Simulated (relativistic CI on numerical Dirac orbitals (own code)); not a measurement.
# Ru XXXVI: sensitivity of the levels to the model

Base calculation: Dirac-Coulomb-Breit CI, separate exchange-only KLI orbitals for each configuration, model QED, unscaled Slater integrals.

CI space (outside the closed core 1s2): 2s²2p⁵, 2s2p⁶, 2p⁶3s, 2p⁶3p, 2p⁶3d, 2s²2p⁴3s, 2s²2p⁴3p, 2s²2p⁴3d, 2s2p⁵3s, 2s2p⁵3p, 2s2p⁵3d, 2s²2p⁴4s, 2s²2p⁴4p, 2s²2p⁴4d, 2s²2p⁴4f, 2s2p⁵4s, 2s2p⁵4p, 2s2p⁵4d, 2s2p⁵4f, 2s²2p³3s², 2s²2p⁴5s, 2s²2p³3s3p, 2s²2p⁴5p, 2s²2p⁴5d, 2s²2p⁴5f, 2s²2p⁴5g, 2s²2p³3p², 2s²2p³3s3d, 2s²2p³3p3d, 2s2p⁴3s², 2s²2p³3d², 2s2p⁴3s3p, 2s2p⁵5s, 2s2p⁴3p², 2s2p⁴3s3d, 2s2p⁵5p. Levels of other configurations are missing.

Variants: (1) valence Slater integrals scaled by 0.9; (2) configuration mixing switched off; (3) one mean potential for all configurations. Shifts of the energy above 2s²2p⁵ ²P°3/2, in eV, for the lowest level and the first level of each name with at least 55 % of one term (blank where a level changes its place among those of its configuration and J or its character, or is not in the variant):

| Level | Base | Δ(1) | Δ(2) | Δ(3) |
| --- | --- | --- | --- | --- |
| 2s²2p⁵ ²P°3/2 | 0.00 | 0.00 | 0.00 | 0.00 |
| 2s²2p⁵ ²P°1/2 | 135.07 | +0.01 | -0.02 | -0.01 |
| 2s2p⁶ ²S1/2 | 369.71 | +0.10 | +0.43 | +0.13 |
| 2s²2p⁴3s ⁴P5/2 | 2735.37 | +0.91 | +0.51 | +0.31 |
| 2s²2p⁴3s ²P3/2 | 2741.41 | +0.27 | +0.59 | +0.21 |
| 2s²2p⁴3s ²S1/2 | 2765.52 | -1.54 | +3.22 | +0.17 |
| 2s²2p⁴3p ²P°1/2 | 2826.27 | -0.47 | +2.68 | +0.17 |
| 2s²2p⁴3p ⁴D°7/2 | 2837.09 | +0.83 | -0.54 | +0.27 |
| 2s²2p⁴3s ⁴P3/2 | 2867.59 | +1.48 | +0.80 | +0.47 |
| 2s²2p⁴3s ²P1/2 | 2872.66 | +0.97 | +0.85 | +0.38 |
| 2s²2p⁴3s ²D5/2 | 2883.03 | -0.29 | +0.92 | +0.41 |
| 2s²2p⁴3s ²D3/2 | 2885.67 | -0.49 | +0.86 | +0.37 |
| 2s²2p⁴3d ²F7/2 | 2922.89 | +0.87 | -0.66 | +0.21 |
| 2s²2p⁴3d ⁴F9/2 | 2923.70 | +0.85 | -0.84 | +0.22 |

At this charge energies of transitions that change n are usually good to better than 1 %, and those within a shell (Δn = 0) to a few per cent.

Ionisation energy from the two ground configurations alone: base 4932.73 eV. The NIST ASD value (semi-empirical) is 4939 eV.

LS names give the leading component of a level, which can be under half, so a name can repeat, a term be missing and a line seem to break the LS rules.
